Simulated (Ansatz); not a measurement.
C4H8Si can be A, `C=CC1C[SiH2]1`, or B, `CC=C=C[SiH3]`.

Calculated with Ansatz (gas phase, PBE0-D4/def2-TZVP geometries, no zero-point term in ΔE). CCSD(T)/CBS adds triple-zeta CCSD(T) − MP2 to the extrapolated MP2 energy (def2 sets, frozen cores). DFT in def2-TZVPP. B3LYP here is the variant with VWN-RPA as its local correlation; programs differ in this. One conformer a species, not always the lowest.

A:

```xyz
13

C    -1.5417    0.0014   -1.2833
C    -0.2258   -0.1930   -1.2972
C     0.7410    0.1974   -0.2613
C     0.2808    0.9071    1.0187
Si    0.8668   -0.8198    1.3041
H    -2.1637   -0.3586   -2.0933
H    -2.0455    0.5216   -0.4764
H     0.2090   -0.7215   -2.1431
H     1.6954    0.5422   -0.6528
H    -0.7779    1.1287    1.0982
H     0.9055    1.7311    1.3465
H     2.1835   -1.0438    1.9397
H    -0.1275   -1.8926    1.5002
```

B:

```xyz
13

C     0.148   -1.560    1.824
C    -0.811   -0.812    0.950
C    -0.526   -0.346   -0.232
C    -0.221    0.156   -1.395
Si    0.464    1.878   -1.554
H    -0.229   -2.562    2.048
H     1.123   -1.659    1.346
H     0.284   -1.044    2.779
H    -1.819   -0.651    1.328
H    -0.373   -0.451   -2.287
H     1.805    1.849   -2.200
H     0.577    2.484   -0.204
H    -0.423    2.719   -2.404
```

Question: Which is lower in electronic energy at CCSD(T)/CBS, and by how much? (An estimate is asked.)

Answer: Computed: B, by 2.0 kcal/mol.

Question: Give E(B) − E(A) in kcal/mol with CCSD(T)/def2-TZVPP, BLYP-D4, r2SCAN-D4, B3LYP-D4, B2PLYP, LDA (SPW92), PBE0-D4. (An estimate is asked.)

Answer: The calculation gave: CCSD(T)/def2-TZVPP -2.6, BLYP-D4 -6.7, r2SCAN-D4 -2.1, B3LYP-D4 -5.5, B2PLYP -4.8, LDA (SPW92) 3.2, PBE0-D4 -0.4. The order is the other way round with LDA (SPW92).

Question: Does the order hold for the free energy at 298.15 K (harmonic terms from PBE0-D4)? (Estimate.)

Answer: The calculation gave: Yes: G(B) − G(A) = -5.4 kcal/mol, for one conformer each.

Largest T1 diagnostic: 0.012.

From r2SCAN to r2SCAN0 (25 % exact exchange), in def2-TZVPP and without D4, E(B) − E(A) moves by +1.1 kcal/mol. At CCSD(T), def2-SVP lies −2.0 kcal/mol from the extrapolated value and def2-TZVPP −0.6 kcal/mol.
